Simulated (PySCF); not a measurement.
# Nitrogen: a sound run and one with changed settings

Sound run: N⁺ [He] 2s2 2p2, N²⁺ [He] 2s2 2p1. Computed with PySCF 2.14 in pcseg-2 (4s3p2d1f, 30 functions), with no relativity, point nucleus. The sound run starts from symmetry-adapted Hartree-Fock orbitals and uses a fine grid where one is needed.

Changed run: radial step 0.8 in ln r (0.13 in the sound run). This setting is unsound on purpose.

```
species  method  sound run (hartree)  changed run (hartree)  converged
     N⁺     UHF            -53.88813              -53.88813        yes
     N⁺  M06-2X            -54.05316              -54.02585        yes
     N⁺  r2SCAN            -54.03480              -54.06239        yes
    N²⁺     UHF            -52.81426              -52.81426        yes
    N²⁺  M06-2X            -52.96047              -52.92316        yes
    N²⁺  r2SCAN            -52.92587              -52.95288        yes
```

Ionisation energy of N⁺:

```
method  sound run (eV)  changed run (eV)
   UHF          29.221            29.221
M06-2X          29.734            30.006
r2SCAN          30.176            30.191
```

A coarse radial grid mis-integrates the density and the exchange-correlation energy, with errors of either sign; Hartree-Fock needs no grid.

For comparison, NIST gives 29.601 eV between the lowest levels.
